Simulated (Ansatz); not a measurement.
Cost and result for the atomization energy of CH₆F₂OSSi₂ (`CO[SiH](F)S[SiH2]F`) (13 atoms, 12 bonds).

```xyz
13

C     1.637    0.168    1.369
O     0.325   -0.001    1.869
Si   -1.019   -0.215    0.999
F    -2.217   -0.075    2.025
S    -1.248    1.300   -0.487
Si   -0.729    0.135   -2.176
F     0.814   -0.284   -2.115
H     1.995   -0.744    0.884
H     2.287    0.399    2.213
H     1.681    0.990    0.649
H    -1.086   -1.550    0.367
H    -0.935    0.999   -3.356
H    -1.505   -1.122   -2.241
```

The species carries charge 0 and has multiplicity 1. The structure was optimised at the PBE0-D4/def2-TZVP level. It is one conformer, not always the lowest. Program: Ansatz. All runs use 2 threads of an AMD EPYC 7R13 on a shared host and a share of an NVIDIA H100 80 GB. Times are those of one run each, without the atoms' runs, and a repeat can differ threefold. Electronic energies, without spin–orbit coupling; frozen cores. CCSD(T)/CBS adds CCSD(T) − MP2 in def2-TZVPP to the MP2 limit, and its time is that of the two runs behind it. T1 = 0.012. B3LYP takes the VWN-RPA correlation (the form of Gaussian; ORCA's B3LYP/G).

CCSD(T)/CBS is a level of theory with its own doubt, some kJ/mol a heavy atom from the limit and from the frozen cores, so smaller differences don't rank the functionals.

```csv
level,functions,wall time,atomization (kcal/mol),difference from CCSD(T)/CBS,per bond
B2PLYP/def2-TZVPP,334,2 s,1159.5,-21.3,-1.8
PBE-D4/def2-TZVPP (with forces),334,2.2 s,1185.7,4.9,0.4
PBE0-D4/def2-TZVPP,334,2.4 s,1165.6,-15.2,-1.3
r2SCAN-D4/def2-TZVPP (with forces),334,2.7 s,1178.8,-2.0,-0.2
B3LYP-D4/def2-TZVPP (with forces),334,3.2 s,1168.9,-11.9,-1.0
MP2/def2-QZVPP,618,4.5 s,1194.6,13.8,1.2
ωB97M-V/def2-TZVPP (with forces),334,5.5 s,1179.9,-0.9,-0.1
ωB97X-V/def2-TZVPP,334,5.5 s,1181.8,1.0,0.1
CCSD(T)/def2-TZVPP,334,9.5 s,1144.7,-36.1,-3.0
CCSD(T)/CBS(def2),–,14 s,1180.8,0.0,0.0
```

In def2-TZVPP, CCSD(T) changes the Hartree–Fock value by +277.3 kcal/mol (the triples alone add +17.2 kcal/mol) and MP2 by +305.4 kcal/mol; breaking electron pairs costs correlation energy, which Hartree–Fock lacks. The D4 term adds +14.0 kcal/mol with B3LYP and +7.5 kcal/mol with PBE0; it sums over pairs of atoms, weighted by their polarisabilities, and B3LYP, whose exchange is more repulsive, gets the larger term. From PBE to PBE0 (25 % exact exchange), in def2-TZVPP and without D4, the atomization energy moves by −18.8 kcal/mol: exact exchange takes away binding that semilocal exchange gives to molecules.
